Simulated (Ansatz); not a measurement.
Compare A (`N#CC1=CCCCC1`) with its isomer B (`Cc1ccc(C)nc1`).

Calculated with Ansatz (gas phase, PBE0-D4/def2-TZVP geometries, no zero-point term in ΔE). CBS: MP2 limit from def2 TZ/QZ plus the TZ coupled-cluster correction, frozen cores. Functionals use def2-TZVPP. B3LYP here is the variant with VWN-RPA as its local correlation; programs differ in this.

Problem. Which isomer does CCSD(T)/CBS put lower? Give the gap. (Estimate.)

Solution. Computed: B, by 12.1 kcal/mol.

Problem. Give E(B) − E(A) in kcal/mol with LDA (SPW92), CCSD(T)/def2-TZVPP, BLYP-D4, HF/def2-TZVPP, B3LYP-D4, PBE0-D4, B2PLYP. (Estimate.)

Solution. Computed: LDA (SPW92) -22.6, CCSD(T)/def2-TZVPP -10.6, BLYP-D4 -18.4, HF/def2-TZVPP -10.5, B3LYP-D4 -18.0, PBE0-D4 -18.1, B2PLYP -15.3. None reverses the order clearly.

Largest T1 diagnostic: 0.012.

At CCSD(T), def2-SVP lies +2.5 kcal/mol from the extrapolated value and def2-TZVPP +1.5 kcal/mol. Leaving LDA and LC-ωPBE aside and taking each functional with its dispersion term where it has one, the values, not all of them listed here, spread over 5.5 kcal/mol, from PBE-D4 to ωB97X-V. LDA lies −3.8 kcal/mol from PBE without D4.
